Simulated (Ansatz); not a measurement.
Ansatz (a program for electronic structure) input (B3LYP-D3(BJ)/def2-TZVP):

Ansatz 0.2 input:
```yaml
crystal:
  periodic: [false, false, false]
  atoms:
    - {symbol: Si, position_ang: [0.04795596, 0.02239822, -0.00038410]}
    - {symbol: O, position_ang: [0.14132146, 1.57415508, 0.00285608]}
    - {symbol: O, position_ang: [1.38467379, -0.78924927, -0.01488761]}
    - {symbol: O, position_ang: [-1.33821411, -0.78587918, 0.01029301]}
    - {symbol: H, position_ang: [-2.17363263, -0.30578822, 0.01928553]}
basis:
  gaussian:
    orbitals: def2-TZVP
hamiltonian:
  xc: b3lyp
  dispersion: d3bj
magnetization: {spin_polarized: true, initial_magnetization: 1}
phonons: {temperatures: {t_min: 298.15, t_max: 298.15, t_step: 100}}
```

Output:

```
Functional definition: B3LYP
integrals: 0.04 GiB planned
758 factors; their error is unknown
mean field: 0.57 GiB planned
mean field evaluation 1: about -14028.9046 eV, gradient 5.6e1 eV
mean field evaluation 2: about -14009.1981 eV, gradient 9.3e1 eV
mean field evaluation 4: about -14038.8552 eV, gradient 6.7e0 eV
mean field evaluation 8: about -14039.0169 eV, gradient 1.2e-1 eV
mean field evaluation 16: about -14039.0513 eV, gradient 2.8e-3 eV
mean field evaluation 32: about -14039.0513 eV, gradient 2.0e-5 eV
mean field -14039.05132957 eV, -515.9256203511 hartree, gradient 2.0e-5 eV, S^2 0.762433; 1 other end points of the search recorded, 0 dependent functions left out
the calculation of the forces begins
reference -14039.05153063 eV, -515.9256277397 hartree; 20, 19 occupied and 116, 117 virtual orbitals, 758 factors
these checks for a lower state are left out or cut short: stability, starts, cluster_reference, orbital_swaps, neighbouring_geometries, increment
integrals: 0.04 GiB planned
758 factors; their error is unknown
mean field: 0.57 GiB planned
mean field -14039.05114966 eV, -515.9256137393 hartree, gradient 2.7e-6 eV, S^2 0.762443; 0 other end points of the search recorded, 0 dependent functions left out
the calculation of the forces begins
reference -14039.05135072 eV, -515.9256211282 hartree; 20, 19 occupied and 116, 117 virtual orbitals, 758 factors
these checks for a lower state are left out or cut short: stability, starts, cluster_reference, orbital_swaps, neighbouring_geometries, increment
integrals: 0.04 GiB planned
758 factors; their error is unknown
mean field: 0.57 GiB planned
mean field -14039.05115285 eV, -515.9256138567 hartree, gradient 2.1e-6 eV, S^2 0.762421; 0 other end points of the search recorded, 0 dependent functions left out
the calculation of the forces begins
reference -14039.05135390 eV, -515.9256212450 hartree; 20, 19 occupied and 116, 117 virtual orbitals, 758 factors
these checks for a lower state are left out or cut short: stability, starts, cluster_reference, orbital_swaps, neighbouring_geometries, increment
integrals: 0.04 GiB planned
758 factors; their error is unknown
mean field: 0.57 GiB planned
mean field -14039.05124879 eV, -515.9256173822 hartree, gradient 2.0e-6 eV, S^2 0.762404; 0 other end points of the search recorded, 0 dependent functions left out
the calculation of the forces begins
reference -14039.05144984 eV, -515.9256247707 hartree; 20, 19 occupied and 116, 117 virtual orbitals, 758 factors
these checks for a lower state are left out or cut short: stability, starts, cluster_reference, orbital_swaps, neighbouring_geometries, increment
integrals: 0.04 GiB planned
758 factors; their error is unknown
mean field: 0.57 GiB planned
mean field -14039.05125449 eV, -515.9256175919 hartree, gradient 1.8e-6 eV, S^2 0.762459; 0 other end points of the search recorded, 0 dependent functions left out
the calculation of the forces begins
reference -14039.05145555 eV, -515.9256249806 hartree; 20, 19 occupied and 116, 117 virtual orbitals, 758 factors
these checks for a lower state are left out or cut short: stability, starts, cluster_reference, orbital_swaps, neighbouring_geometries, increment
integrals: 0.04 GiB planned
758 factors; their error is unknown
mean field: 0.57 GiB planned
mean field evaluation 64: about -14039.0513 eV, gradient 2.2e-6 eV
mean field -14039.05132908 eV, -515.9256203328 hartree, gradient 2.2e-6 eV, S^2 0.762415; 0 other end points of the search recorded, 0 dependent functions left out
the calculation of the forces begins
reference -14039.05153014 eV, -515.9256277217 hartree; 20, 19 occupied and 116, 117 virtual orbitals, 758 factors
these checks for a lower state are left out or cut short: stability, starts, cluster_reference, orbital_swaps, neighbouring_geometries, increment
integrals: 0.04 GiB planned
758 factors; their error is unknown
mean field: 0.57 GiB planned
mean field -14039.05131405 eV, -515.9256197807 hartree, gradient 1.6e-6 eV, S^2 0.762451; 0 other end points of the search recorded, 0 dependent functions left out
the calculation of the forces begins
reference -14039.05151510 eV, -515.9256271690 hartree; 20, 19 occupied and 116, 117 virtual orbitals, 758 factors
these checks for a lower state are left out or cut short: stability, starts, cluster_reference, orbital_swaps, neighbouring_geometries, increment
integrals: 0.04 GiB planned
758 factors; their error is unknown
mean field: 0.57 GiB planned
mean field -14039.05128877 eV, -515.9256188515 hartree, gradient 2.1e-6 eV, S^2 0.762475; 0 other end points of the search recorded, 0 dependent functions left out
the calculation of the forces begins
reference -14039.05148985 eV, -515.9256262412 hartree; 20, 19 occupied and 116, 117 virtual orbitals, 758 factors
these checks for a lower state are left out or cut short: stability, starts, cluster_reference, orbital_swaps, neighbouring_geometries, increment
integrals: 0.04 GiB planned
758 factors; their error is unknown
mean field: 0.57 GiB planned
mean field -14039.05124184 eV, -515.9256171267 hartree, gradient 1.8e-6 eV, S^2 0.762390; 0 other end points of the search recorded, 0 dependent functions left out
the calculation of the forces begins
reference -14039.05144286 eV, -515.9256245142 hartree; 20, 19 occupied and 116, 117 virtual orbitals, 758 factors
these checks for a lower state are left out or cut short: stability, starts, cluster_reference, orbital_swaps, neighbouring_geometries, increment
integrals: 0.04 GiB planned
758 factors; their error is unknown
mean field: 0.57 GiB planned
mean field -14039.05126422 eV, -515.9256179492 hartree, gradient 2.6e-6 eV, S^2 0.762443; 0 other end points of the search recorded, 0 dependent functions left out
the calculation of the forces begins
reference -14039.05146529 eV, -515.9256253385 hartree; 20, 19 occupied and 116, 117 virtual orbitals, 758 factors
these checks for a lower state are left out or cut short: stability, starts, cluster_reference, orbital_swaps, neighbouring_geometries, increment
integrals: 0.04 GiB planned
758 factors; their error is unknown
mean field: 0.57 GiB planned
mean field evaluation 96: about -14039.0512 eV, gradient 2.4e-6 eV
mean field -14039.05120940 eV, -515.9256159349 hartree, gradient 2.4e-6 eV, S^2 0.762422; 0 other end points of the search recorded, 0 dependent functions left out
the calculation of the forces begins
reference -14039.05141044 eV, -515.9256233228 hartree; 20, 19 occupied and 116, 117 virtual orbitals, 758 factors
these checks for a lower state are left out or cut short: stability, starts, cluster_reference, orbital_swaps, neighbouring_geometries, increment
integrals: 0.04 GiB planned
758 factors; their error is unknown
mean field: 0.57 GiB planned
mean field -14039.05130239 eV, -515.9256193522 hartree, gradient 1.3e-6 eV, S^2 0.762414; 0 other end points of the search recorded, 0 dependent functions left out
the calculation of the forces begins
reference -14039.05150344 eV, -515.9256267406 hartree; 20, 19 occupied and 116, 117 virtual orbitals, 758 factors
these checks for a lower state are left out or cut short: stability, starts, cluster_reference, orbital_swaps, neighbouring_geometries, increment
integrals: 0.04 GiB planned
758 factors; their error is unknown
mean field: 0.57 GiB planned
mean field -14039.05132238 eV, -515.9256200866 hartree, gradient 2.7e-6 eV, S^2 0.762451; 0 other end points of the search recorded, 0 dependent functions left out
the calculation of the forces begins
reference -14039.05152344 eV, -515.9256274753 hartree; 20, 19 occupied and 116, 117 virtual orbitals, 758 factors
these checks for a lower state are left out or cut short: stability, starts, cluster_reference, orbital_swaps, neighbouring_geometries, increment
integrals: 0.04 GiB planned
758 factors; their error is unknown
mean field: 0.57 GiB planned
mean field -14039.05110196 eV, -515.9256119866 hartree, gradient 2.7e-6 eV, S^2 0.762431; 0 other end points of the search recorded, 0 dependent functions left out
the calculation of the forces begins
reference -14039.05130302 eV, -515.9256193751 hartree; 20, 19 occupied and 116, 117 virtual orbitals, 758 factors
these checks for a lower state are left out or cut short: stability, starts, cluster_reference, orbital_swaps, neighbouring_geometries, increment
integrals: 0.04 GiB planned
758 factors; their error is unknown
mean field: 0.57 GiB planned
mean field -14039.05113797 eV, -515.9256133098 hartree, gradient 2.9e-6 eV, S^2 0.762434; 0 other end points of the search recorded, 0 dependent functions left out
the calculation of the forces begins
reference -14039.05133903 eV, -515.9256206984 hartree; 20, 19 occupied and 116, 117 virtual orbitals, 758 factors
these checks for a lower state are left out or cut short: stability, starts, cluster_reference, orbital_swaps, neighbouring_geometries, increment
integrals: 0.04 GiB planned
758 factors; their error is unknown
mean field: 0.57 GiB planned
mean field evaluation 128: about -14039.0513 eV, gradient 3.4e-4 eV
mean field -14039.05128470 eV, -515.9256187022 hartree, gradient 2.7e-6 eV, S^2 0.762435; 0 other end points of the search recorded, 0 dependent functions left out
the calculation of the forces begins
reference -14039.05148571 eV, -515.9256260889 hartree; 20, 19 occupied and 116, 117 virtual orbitals, 758 factors
these checks for a lower state are left out or cut short: stability, starts, cluster_reference, orbital_swaps, neighbouring_geometries, increment
integrals: 0.04 GiB planned
758 factors; their error is unknown
mean field: 0.57 GiB planned
mean field -14039.05129847 eV, -515.9256192078 hartree, gradient 2.5e-6 eV, S^2 0.762431; 0 other end points of the search recorded, 0 dependent functions left out
the calculation of the forces begins
reference -14039.05149957 eV, -515.9256265983 hartree; 20, 19 occupied and 116, 117 virtual orbitals, 758 factors
these checks for a lower state are left out or cut short: stability, starts, cluster_reference, orbital_swaps, neighbouring_geometries, increment
integrals: 0.04 GiB planned
758 factors; their error is unknown
mean field: 0.57 GiB planned
mean field -14039.05118829 eV, -515.9256151590 hartree, gradient 2.0e-6 eV, S^2 0.762431; 0 other end points of the search recorded, 0 dependent functions left out
the calculation of the forces begins
reference -14039.05138931 eV, -515.9256225463 hartree; 20, 19 occupied and 116, 117 virtual orbitals, 758 factors
these checks for a lower state are left out or cut short: stability, starts, cluster_reference, orbital_swaps, neighbouring_geometries, increment
integrals: 0.04 GiB planned
758 factors; their error is unknown
mean field: 0.57 GiB planned
mean field -14039.05121870 eV, -515.9256162765 hartree, gradient 9.0e-7 eV, S^2 0.762435; 0 other end points of the search recorded, 0 dependent functions left out
the calculation of the forces begins
reference -14039.05141979 eV, -515.9256236664 hartree; 20, 19 occupied and 116, 117 virtual orbitals, 758 factors
these checks for a lower state are left out or cut short: stability, starts, cluster_reference, orbital_swaps, neighbouring_geometries, increment
integrals: 0.04 GiB planned
758 factors; their error is unknown
mean field: 0.57 GiB planned
mean field -14039.05130491 eV, -515.9256194446 hartree, gradient 2.3e-6 eV, S^2 0.762433; 0 other end points of the search recorded, 0 dependent functions left out
the calculation of the forces begins
reference -14039.05150599 eV, -515.9256268341 hartree; 20, 19 occupied and 116, 117 virtual orbitals, 758 factors
these checks for a lower state are left out or cut short: stability, starts, cluster_reference, orbital_swaps, neighbouring_geometries, increment
integrals: 0.04 GiB planned
758 factors; their error is unknown
mean field: 0.57 GiB planned
mean field evaluation 160: about -14039.0513 eV, gradient 3.1e-4 eV
mean field -14039.05131233 eV, -515.9256197173 hartree, gradient 2.6e-6 eV, S^2 0.762432; 0 other end points of the search recorded, 0 dependent functions left out
the calculation of the forces begins
reference -14039.05151335 eV, -515.9256271049 hartree; 20, 19 occupied and 116, 117 virtual orbitals, 758 factors
Total energy: -14039.20020753 eV, -515.9310915149 hartree
Atom 0 at     0.047956     0.022398    -0.000384 Å, force    -0.000927    -0.001528     0.000005 eV/Å
Atom 1 at     0.141321     1.574155     0.002856 Å, force    -0.000264     0.002005     0.000008 eV/Å
Atom 2 at     1.384674    -0.789249    -0.014888 Å, force     0.000977    -0.000833    -0.000011 eV/Å
Atom 3 at    -1.338214    -0.785879     0.010293 Å, force     0.000562     0.000211    -0.000005 eV/Å
Atom 4 at    -2.173633    -0.305788     0.019286 Å, force    -0.000347     0.000145     0.000004 eV/Å
Dipole moment:    -0.769187    -0.124560     0.006781 e Å
Vibrations: 233.95 285.75 340.96 358.65 749.83 856.78 911.94 1139.87 3836.71 cm⁻¹, zero-point energy 0.540227 eV
```

It need not be the lowest isomer of its formula.
